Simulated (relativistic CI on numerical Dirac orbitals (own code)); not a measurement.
Er4+: computed level list

These numbers are calculated, not measured: Dirac-Coulomb-Breit CI, orbitals from a KLI potential per configuration, model QED (radiative potential, 1s self-energy scaled to tabulated hydrogen-like ionisation energies), valence Slater integrals scaled by 0.8 (own radial code, finite nucleus).

Configuration list (outside the closed core [Xe]): 4f¹⁰.

The lowest level is 4f¹⁰ ⁵I8, with 91 % of that term; Hund's rules for 4f¹⁰ give ⁵I with J = 8, in agreement.

```
No.  Configuration  Term   J  E (eV)   %  Next component (%)  Lifetime (s)
  1           4f¹⁰    ⁵I   8  0.0000  91                8 ³K              
  2           4f¹⁰    ⁵I   7  0.7544  96                4 ³K      1.01e-01
  3           4f¹⁰    ⁵I   6  1.2551  93                5 ³H      2.11e-01
  4           4f¹⁰    ⁵I   5  1.6060  85               10 ³H      5.50e-01
  5           4f¹⁰    ⁵I   4  1.9023  86               13 ³H      1.10e+00
  6           4f¹⁰    ⁵F   5  2.2121  69               23 ³G      5.03e-01
  7           4f¹⁰    ⁵S   2  2.5536  49               21 ³P              
  8           4f¹⁰    ³K   8  2.6041  68               11 ¹L      3.55e-02
  9           4f¹⁰    ⁵F   4  2.7026  89                8 ³F      4.93e-01
 10           4f¹⁰    ⁵F   2  2.9881  41               32 ⁵S      9.31e-01
 11           4f¹⁰    ⁵F   3  2.9920  86                8 ³D      8.75e-01
 12           4f¹⁰    ⁵G   6  3.1260  53               42 ³H      4.76e-02
 13           4f¹⁰    ⁵F   1  3.1830  70               27 ³D      4.05e-01
 14           4f¹⁰    ³G   5  3.2995  37               26 ⁵F      6.30e-02
 15           4f¹⁰    ³K   7  3.3046  82               11 ³L      4.54e-02
 16           4f¹⁰    ³G   4  3.5885  45               36 ⁵G      9.40e-02
 17           4f¹⁰    ³L   9  3.6035  90               10 ³M      3.81e-01
 18           4f¹⁰    ³H   6  3.7190  50               42 ⁵G      3.69e-02
 19           4f¹⁰    ³K   6  3.8602  86                5 ¹I      1.08e-01
 20           4f¹⁰    ⁵F   2  3.8789  39               16 ¹D      6.28e-02
 21           4f¹⁰    ⁵G   5  3.8930  67               25 ³H      3.91e-02
 22           4f¹⁰    ³F   4  3.9992  29               23 ¹G      4.24e-02
 23           4f¹⁰    ⁵G   3  4.1116  56               18 ³F      1.97e-01
 24           4f¹⁰    ⁵G   2  4.3148  38               29 ³F      1.01e-01
 25           4f¹⁰    ³M  10  4.3344  97                3 ¹N      2.00e+00
 26           4f¹⁰    ³L   8  4.3843  64               17 ³K      4.38e-02
 27           4f¹⁰    ³P   1  4.4856  65               19 ⁵F      4.21e-02
 28           4f¹⁰    ³D   3  4.5014  60               15 ³G      4.00e-02
 29           4f¹⁰    ¹L   8  4.5875  60               18 ³L      9.12e-02
 30           4f¹⁰    ³F   3  4.7290  49               32 ³G      1.36e-01
```

Energies count from the lowest computed level; lifetimes are radiative, by E1, M1, E2, M2 decay to levels of this space only; some are left blank where a channel outside the calculation adds to the decay or the decay crosses a small, uncertain gap.

The mean weight of the leading LS term, summed over parents, in these 30 levels is 66 %, and that of the leading jj configuration (from the same eigenvectors) 57 %.

One configuration and one scale for all Slater integrals: terms of lower spin can come out thousands of cm⁻¹ low, and their order can be wrong.

Landé's interval rule says that E(J) − E(J−1) = AJ with one A. For the ground term the intervals give A = -477.9, -471.8, -576.8, -760.6 cm⁻¹ for J = 5, 6, 7, 8; the multiplet is inverted.

LS names give the leading component of a level, which can be under half, so a name can repeat, a term be missing and a line seem to break the LS rules.
